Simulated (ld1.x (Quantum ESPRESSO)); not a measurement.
## u(r) = r·R(r): atom against pseudo-atom (hydrogen)

Columns: radius, all-electron u(r) and pseudo u(r) of the 1s shell (level -6.49 eV) of hydrogen in the configuration 1s1; PBE, non-relativistic, TM scheme, ld1.x (Quantum ESPRESSO) 7.5.

```csv
r (bohr),all-electron,pseudo
0.057,0.1033,0.0842
0.115,0.1965,0.1683
0.172,0.2773,0.2478
0.230,0.3495,0.3241
0.288,0.4125,0.3942
0.345,0.4663,0.4561
0.402,0.5128,0.5104
0.460,0.5533,0.5573
0.518,0.5876,0.5959
0.575,0.6160,0.6262
0.632,0.6395,0.6497
0.690,0.6589,0.6678
0.747,0.6740,0.6808
0.805,0.6858,0.6903
0.862,0.6942,0.6968
0.920,0.6999,0.7010
0.977,0.7029,0.7033
1.035,0.7037,0.7037
1.092,0.7024,0.7024
1.150,0.6993,0.6993
1.208,0.6946,0.6946
1.265,0.6886,0.6886
1.322,0.6814,0.6814
1.380,0.6730,0.6730
1.438,0.6637,0.6637
1.495,0.6537,0.6537
```

Problem. How many radial nodes do the two functions have?

Solution. The all-electron 1s function has n − l − 1 = 0; the pseudo-wave has 0.

Problem. At about which radius was the pseudo-wave matched?

Solution. 1.15 bohr. The columns agree to 0.0005 from 0.98 bohr on; several derivatives are matched, so the curves merge somewhat inside the radius.

Problem. Where does each function peak?

Solution. Outermost all-electron maximum near 1.03 bohr, pseudo maximum near 1.03 bohr (to the table’s step).

Problem. Is the pseudo-wave norm-conserving?

Solution. Yes: the TM scheme keeps the norm inside the radius equal to the all-electron one, which fixes the energy derivative of the logarithmic derivative at the level.
